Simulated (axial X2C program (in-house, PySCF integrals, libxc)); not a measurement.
# TiI: a run with one poor setting

All values were computed with an in-house all-electron X2C program for linear molecules (integrals from PySCF). Two-component (2c) means X2C with spin–orbit coupling and atomic mean-field two-electron Coulomb and Gaunt terms. Basis: I dyall-v3z [11s12p8d1f], Ti dyall-v3z [10s10p6d3f2g] (cores contracted in-house); Gaussian nuclei, density fitting, unrestricted open shells. Masses: I 126.904 u, Ti 47.948 u.

One setting of this run was spoiled on purpose, so its numbers are not properties of TiI. Level: r2SCAN, 2c; state Ω = 3/2 (⟨Sz⟩ = -1.50, ⟨Lz⟩ = 3.00 at r2SCAN).

| R (Å) | E − E(lowest point) (eV) | SCF iterations |
| --- | --- | --- |
| 2.285 | not converged | 14 |
| 2.391 | not converged | 14 |
| 2.469 | not converged | 14 |
| 2.548 | not converged | 14 |
| 2.627 | not converged | 14 |
| 2.719 | not converged | 14 |
| 2.811 | not converged | 14 |
| 2.929 | not converged | 14 |
| 3.074 | not converged | 14 |
| 3.284 | not converged | 14 |

Output at the reference distance (the second, level-shifted attempt; the first did not converge):

```
two-component X2C + atomic mean field  r2SCAN
basis functions 203  fitting functions 1178  grid points 5802
iter        total energy     max residual
   1      -7964.455837878     6.47e+00
   2      -7966.292142913     5.28e-02
   3      -7966.306436898     2.20e-02
   4      -7966.310734581     2.89e-03
   5      -7966.311036655     1.75e-03
   6      -7966.311090184     1.45e-03
   7      -7966.311116758     6.64e-04
NOT converged
one-electron -11385.91376363  Coulomb 3414.83400738  exact exchange 0.00000000  xc functional -225.58808321  nuclear repulsion 234.87652377  atomic mean-field constant -4.51980106
```

**Question.** Which setting was spoiled?
A. integration grid too coarse
B. an excited determinant was followed
C. too few iterations allowed
D. density fitting set too sparse
E. virtual space cut too low

**Answer.** C. Too few iterations allowed: 7 iterations an attempt, two attempts.
